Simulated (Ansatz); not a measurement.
Reaction (hydrogenolysis of a C–F bond): `C=C(F)BCl` + H₂ → `C=CBCl` + H–F

Computed with Ansatz on PBE0-D4/def2-TZVP structures; ΔE is electronic, products minus reactants. CBS: MP2 limit from def2 TZ/QZ plus the TZ coupled-cluster correction, frozen cores. This one scheme is used for every species. DFT in def2-TZVPP. One conformer a species, not always the lowest.

`C=C(F)BCl`:

Z-matrix (Å, degrees):
```
C
C 1 1.332
H 1 1.084 2 122.1
H 1 1.081 2 119.0 3 180.0
F 2 1.344 1 118.9 3 -0.0
B 2 1.540 1 122.4 3 -180.0
Cl 6 1.735 2 121.0 1 180.0
H 6 1.190 2 119.9 1 -0.0
```

H₂:

```xyz
2

H    -0.204   -0.157   -0.270
H     0.204    0.157    0.270
```

`C=CBCl`:

```xyz
8

C    -0.638   -0.945    0.625
C    -0.489    0.220   -0.016
B     0.894    0.643   -0.518
Cl    1.121    2.160   -1.360
H     0.212   -1.599    0.795
H    -1.597   -1.290    1.000
H    -1.362    0.851   -0.170
H     1.860   -0.039   -0.356
```

H–F:

```xyz
2

F    -0.137    0.104    0.427
H     0.137   -0.104   -0.427
```

| level | ΔE (kJ/mol) | difference from CCSD(T)/CBS |
| --- | --- | --- |
| revPBE-D4 | -77.6 | 22.9 |
| BLYP-D4 | -75.1 | 25.4 |
| r2SCANh-D4 | -82.5 | 18.0 |
| r2SCAN0-D4 | -88.4 | 12.1 |
| BHLYP-D4 | -92.7 | 7.8 |
| ωB97M-V | -86.4 | 14.1 |
| r2SCAN | -78.6 | 21.9 |
| r2SCAN0 | -88.8 | 11.7 |
| BHLYP | -94.3 | 6.2 |
| MP2/def2-SVP | -89.1 | 11.4 |
| CCSD(T)/def2-SVP | -84.3 | 16.2 |
| HF/def2-TZVPP | -103.4 | -2.9 |
| CCSD/def2-TZVPP | -100.9 | -0.4 |
| CCSD(T)/def2-TZVPP | -97.1 | 3.4 |
| MP2/def2-QZVPP | -105.3 | -4.8 |
| CCSD/CBS(def2) | -104.3 | -3.8 |
| CCSD(T)/CBS | -100.5 | 0 |

Largest T1 diagnostic among the species: 0.013.

At CCSD(T), def2-SVP lies +16.2 kJ/mol from the extrapolated value and def2-TZVPP +3.4 kJ/mol. From PBE to PBE0 (25 % exact exchange), in def2-TZVPP and without D4, ΔE moves by −10.7 kJ/mol.
